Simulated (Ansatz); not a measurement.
The molecule WH, multiplicity 6 (lowest of 2S+1 = 2, 4, 6, 8 at CCSD(T)/def2-TZVPP on PBE0 minima; our sources give no spin for the ground state, which may be another). No spin–orbit coupling.

Seven points along R, fitted to fifth degree in 1/R; most abundant isotopes. Runs in def2 and cc sets follow the lowest solution found near the PBE0 minimum.

Codes used: Ansatz (a first-principles code) with Gaussian orbitals. Each number belongs to the level named beside it. In def2 rows elements past Kr take small-core potentials, without spin–orbit coupling.

Energies at SVWN5/def2-TZVPP:

```tsv
R (Å)	E (hartree)
1.591931	-67.38695709
1.634724	-67.38946059
1.674095	-67.39065892
1.718600	-67.39093826
1.763106	-67.39026111
1.814459	-67.38850535
1.874370	-67.38540737
```

### Question
With a reduced mass of 1.0023 u, find the minimum, the force constant and the constants.

### Answer
A fifth-degree polynomial in 1/R puts the minimum at r_e = 1.7082 Å with force constant 219 N/m. Then ω_e = (1/2πc)√(k/μ) = 1927 cm⁻¹ and B_e = h/(8π²cμr_e²) = 5.764 cm⁻¹; the cubic and quartic terms give α_e = 0.14 and ω_e x_e = 30 cm⁻¹.
